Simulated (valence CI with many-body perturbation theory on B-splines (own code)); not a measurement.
**E1 transitions of Mo⁹⁺**

Level of theory: relativistic CI+MBPT: five valence electrons over a frozen Dirac-Fock core [Ar] 3d10, radial functions for each j: 11 s, 11 p, 10 d, 8 f, 5 g, 2 h, with the one-electron correlation potential Σ1, the two-electron term Σ2, the three-electron term Σ3, Breit, model QED; selected CI, second order for the rest, scaled by the run's own slope (own B-spline code, finite nucleus).

No measured spectrum was set against this ion. As an estimate, levels hold to about 250 cm⁻¹ or 0.2 % of their energy and the worst to 1 %, as in measured heavy ions of charge 2 to 7; those with d or f electrons hold less well. Among the levels kept, up to 2800 cm⁻¹ of a level comes from second order outside the variational space, and about a tenth of that is noise between levels of different J, which matters for small intervals.

Lines 151 to 200 of 575 in falling wavelength, among levels below 791160 cm⁻¹, chosen from the strongest by gf and those to the six lowest levels. Wavelengths and rates use the calculated energies, so an error of 700 cm⁻¹ moves a line at 315.5 Å by 0.22 % and its rate by three times that or more. Electric multipoles are in the length gauge, E1 and E2 with the static RPA response of the core. Weak lines are less certain than strong ones. Lines between different terms over intervals too small for the method are left out, as are lines whose strength nearly cancels. Where a level lies close to another of its J and parity, the split of strength between their lines is uncertain. The highest levels of a list are the least certain.

Names give the largest LS component (configuration and term), which can be under half, so a name can repeat, a term be missing and a line seem to break the LS rules; names also repeat where a configuration has a term twice. Letters in brackets count levels of one name in rising energy.

```
λ vac (Å)                   Upper                  Lower   A (s⁻¹)  log gf  Branch %
    315.5      4s2 4p2 5p 2F°_7/2  4s2 4p2 4d 2F_7/2 [b]  1.45e+09   -0.76       2.6
    315.2       4s2 4p2 4d 4F_3/2        4s2 4p3 2D°_5/2  1.75e+08   -1.98      10.1
    314.1       4s2 4p2 4d 4D_1/2        4s2 4p3 2P°_1/2  2.30e+08   -2.17       6.5
    313.9           4s 4p4 2P_3/2        4s2 4p3 4S°_3/2  4.98e+08   -1.53       2.9
    312.7       4s2 4p2 4d 4D_3/2        4s2 4p3 2P°_1/2  1.14e+08   -2.17       2.2
    312.6  4s2 4p2 4f 2G°_7/2 [a]      4s2 4p2 4d 4P_5/2  1.88e+09   -0.66       4.6
    310.4   4s 4p3 4d 4D°_5/2 [e]      4s2 4p2 4d 4F_5/2  5.09e+09   -0.36      12.7
    309.8   4s 4p3 4d 4D°_3/2 [d]      4s2 4p2 4d 4F_5/2  3.20e+09   -0.73       4.5
    309.8  4s2 4p2 5p 2D°_3/2 [b]  4s2 4p2 4d 2F_5/2 [b]  3.91e+09   -0.65      15.4
    309.1       4s2 4p2 4d 4F_5/2        4s2 4p3 2D°_5/2  1.51e+08   -1.89      10.7
    308.7      4s2 4p2 4f 2H°_9/2      4s2 4p2 4d 2G_9/2  1.85e+09   -0.58      55.2
    307.9  4s2 4p2 5p 2P°_3/2 [a]  4s2 4p2 4d 2D_5/2 [a]  3.60e+09   -0.69       8.2
    307.6  4s2 4p2 5p 2P°_3/2 [b]  4s2 4p2 4d 2D_5/2 [a]  3.05e+09   -0.76       5.7
    307.1   4s 4p3 4d 2P°_3/2 [c]  4s2 4p2 4d 2P_3/2 [a]  3.50e+09   -0.70       2.5
    306.9       4s2 4p2 4d 4F_3/2        4s2 4p3 2D°_3/2  8.96e+08   -1.30      51.7
    306.9  4s2 4p2 5p 2D°_5/2 [c]  4s2 4p2 4d 2F_5/2 [b]  2.19e+09   -0.73       7.5
    306.5   4s 4p3 4d 2D°_5/2 [c]      4s2 4p2 4d 4D_7/2  4.34e+09   -0.44      13.5
    306.0      4s2 4p2 4f 4D°_7/2      4s2 4p2 4d 4P_5/2  2.14e+09   -0.62       5.9
    305.4  4s2 4p2 4f 2G°_7/2 [a]      4s2 4p2 4d 2G_7/2  2.39e+09   -0.57       5.9
    305.3  4s2 4p2 4f 2F°_5/2 [b]  4s2 4p2 4d 2D_3/2 [b]  2.00e+09   -0.78       3.4
    303.9   4s 4p3 4d 4D°_3/2 [d]      4s2 4p2 4d 4F_3/2  3.54e+09   -0.71       5.0
    302.7   4s2 4p2 4d 2P_3/2 [a]        4s2 4p3 2P°_3/2  1.67e+09   -1.04       2.6
    302.1      4s2 4p 4d2 2F°_5/2  4s2 4p2 4d 2F_5/2 [b]  2.35e+09   -0.71       4.9
    302.0  4s2 4p2 5p 2D°_5/2 [b]  4s2 4p2 4d 2D_5/2 [b]  2.12e+09   -0.76       4.8
    301.2      4s2 4p2 4f 2D°_5/2  4s2 4p2 4d 2P_3/2 [a]  2.27e+09   -0.73       2.3
    301.1       4s2 4p2 4d 4F_5/2        4s2 4p3 2D°_3/2  1.42e+08   -1.94      10.0
    299.9       4s2 4p2 4d 4F_7/2        4s2 4p3 2D°_5/2  1.36e+08   -1.83     100.0
    299.2  4s2 4p2 5p 2D°_5/2 [a]      4s2 4p2 4d 4P_5/2  2.33e+09   -0.73       5.1
    299.0      4s2 4p2 4f 4D°_7/2      4s2 4p2 4d 2G_7/2  1.76e+09   -0.72       4.9
    299.0  4s2 4p2 5p 2D°_3/2 [b]  4s2 4p2 4d 2D_3/2 [b]  5.04e+09   -0.57      19.9
    296.0      4s2 4p2 5p 4P°_3/2      4s2 4p2 4d 4P_3/2  3.77e+09   -0.70      13.0
    295.8  4s2 4p2 4f 4F°_7/2 [a]      4s2 4p2 4d 2G_9/2  5.28e+09   -0.26      12.0
    294.8  4s2 4p2 4f 2G°_7/2 [a]      4s2 4p2 4d 4D_7/2  1.73e+09   -0.74       4.3
    294.4       4s2 4p2 4d 4D_3/2        4s2 4p3 2D°_5/2  2.75e+09   -0.85      53.7
    294.2   4s2 4p2 4d 2F_7/2 [a]        4s2 4p3 2D°_5/2  1.37e+08   -1.85     100.0
    294.1  4s2 4p2 5p 4D°_7/2 [a]      4s2 4p2 4d 4P_5/2  1.74e+09   -0.74       3.6
    293.8     4s2 4p2 4f 2H°_11/2      4s2 4p2 4d 2G_9/2  2.01e+09   -0.51      41.2
    292.7      4s2 4p2 4f 4F°_9/2      4s2 4p2 4d 2G_9/2  2.51e+09   -0.49       3.7
    292.6  4s2 4p2 5p 2D°_5/2 [a]      4s2 4p2 4d 2G_7/2  3.66e+09   -0.55       8.0
    291.8  4s2 4p2 5p 2D°_5/2 [b]  4s2 4p2 4d 2D_5/2 [a]  2.58e+09   -0.70       5.9
    290.9  4s2 4p2 4f 4F°_7/2 [a]      4s2 4p2 4d 2G_7/2  4.24e+09   -0.37       9.7
    290.0      4s2 4p2 5p 2P°_1/2  4s2 4p2 4d 2D_3/2 [a]  8.74e+09   -0.66      33.1
    289.8  4s2 4p2 5p 4D°_7/2 [b]      4s2 4p2 4d 2G_9/2  5.13e+09   -0.29       8.5
    289.4   4s2 4p2 4d 2P_3/2 [a]        4s2 4p3 2P°_1/2  1.35e+09   -1.17       2.1
    288.7  4s2 4p 4d2 4G°_5/2 [b]      4s2 4p2 4d 2G_7/2  2.89e+09   -0.66       3.8
    288.3       4s2 4p2 4d 4D_1/2        4s2 4p3 2D°_3/2  2.21e+09   -1.26      62.2
    287.7       4s2 4p2 4d 4D_5/2        4s2 4p3 2D°_5/2  1.01e+09   -1.13      26.4
    287.5   4s 4p3 4d 4D°_5/2 [a]          4s 4p4 4P_5/2  6.47e+08   -1.32      39.6
    287.2   4s2 4p2 4d 2P_1/2 [a]        4s2 4p3 2P°_3/2  1.15e+10   -0.55      15.5
    286.9   4s 4p3 4d 2D°_5/2 [c]  4s2 4p2 4d 2F_7/2 [a]  4.32e+09   -0.50      13.4
```
